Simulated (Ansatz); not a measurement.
Basis-set series for CH3BI, SMILES `C[B]I` radical. The species carries charge 0 and has multiplicity 2. I: def2 effective core potential. The geometry is a stationary point of PBE0-D4/def2-TZVP.

```tsv
functional	basis	functions	energy (Eh)	HOMO (eV)	LUMO (eV)
PBE0-D4	def2-TZVPP	154	-362.37776	-5.64	-1.82
PBE0-D4	def2-QZVPP	286	-362.38262	-5.65	-1.83
ωB97M-V	def2-TZVPP	154	-362.38513	-7.46	-0.10
ωB97M-V	def2-QZVPP	286	-362.38987	-7.48	-0.15
```

**Question.** Give the rows for def2-SVP. (Estimate.)

**Answer.** Computed: 
```csv
functional,basis,functions,energy (Eh),HOMO (eV),LUMO (eV)
PBE0-D4,def2-SVP,69,-362.29884,-5.59,-1.78
ωB97M-V,def2-SVP,69,-362.30072,-7.38,0.22
```

HOMO and LUMO are taken over both spins.
